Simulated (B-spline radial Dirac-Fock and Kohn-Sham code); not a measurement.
# Dy⁴⁺ 4p1/2: cross section and angular parameters

System: Dy⁴⁺, configuration [Xe] 4f8; threshold 388.8 eV (orbital energy of the model). Calculated with a radial finite-basis atomic code, using Dirac-Hartree-Slater photoionisation with a Latter tail; cross sections with all multipoles, angular parameters from the dipole term and its interference with E2.

Input of the calculation (task.json; shells as n, l, electrons):

```json
{"items": [{
  "Z": 66,
  "q": 4,
  "cfg": [[1, 0, 2], [2, 0, 2], [2, 1, 6], [3, 0, 2], [3, 1, 6], [3, 2, 10], [4, 0, 2], [4, 1, 6], [4, 2, 10], [4, 3, 8], [5, 0, 2], [5, 1, 6]],
  "A": 164,
  "rrms": 5.2218,
  "do": "xps",
  "hv": [60, 114.0, 142.0, 148.0, 153.0, 276.0, 299.0, 312.0, 314.0, 382.0, 400, 448.0, 470.0, 478.0, 502.0, 629.0, 876.0, 882.0, 1000, 1410.0, 1486.9, 1800.0, 1900.0, 2000, 2250.0, 4100.0, 9251.7, 12000, 13000.0, 15000]
}]}
```

Launch: `python xray2_run.py task.json out`

For linearly polarised light dσ/dΩ = σ/(4π) [1 + β P₂(cos θ) + (δ + γ cos²θ) sin θ cos φ], with θ from the polarisation vector and φ the angle between the beam and the projection of the electron momentum on the plane normal to the polarisation.

| hν (eV) | σ (kb) | β | γ | δ |
| --- | --- | --- | --- | --- |
| 400 | 74.8 | -0.614 | -0.155 | 0.063 |
| 448 | 73.8 | 0.033 | -0.163 | 0.088 |
| 470 | 73.1 | 0.240 | -0.109 | 0.089 |
| 478 | 72.8 | 0.306 | -0.086 | 0.089 |
| 502 | 71.7 | 0.478 | -0.014 | 0.085 |
| 629 | 64.7 | 0.999 | 0.264 | 0.056 |
| 876 | ? | ? | ? | ? |
| 882 | 49.0 | 1.397 | 0.364 | 0.021 |
| 1000 | 42.9 | 1.482 | 0.331 | 0.014 |
| 1410 | 27.9 | 1.623 | 0.169 | 0.003 |
| 1486.9 | 25.9 | 1.637 | 0.143 | 0.002 |
| 1800 | 19.5 | 1.671 | 0.057 | -0.001 |
| 1900 | 17.9 | 1.677 | 0.037 | -0.001 |
| 2000 | 16.4 | 1.682 | 0.021 | -0.001 |
| 2250 | 13.6 | 1.690 | -0.006 | -0.002 |
| 4100 | 4.49 | 1.663 | 0.099 | -0.002 |
| 9251.7 | 0.762 | 1.508 | 0.850 | 0.020 |
| 12000 | 0.405 | 1.439 | 1.189 | 0.039 |
| 13000 | 0.332 | 1.416 | 1.299 | 0.046 |
| 15000 | 0.231 | 1.373 | 1.503 | 0.060 |

Question: Give the values at 876 eV.

Answer: σ = 49.3 kb, β = 1.392, γ = 0.365, δ = 0.022.
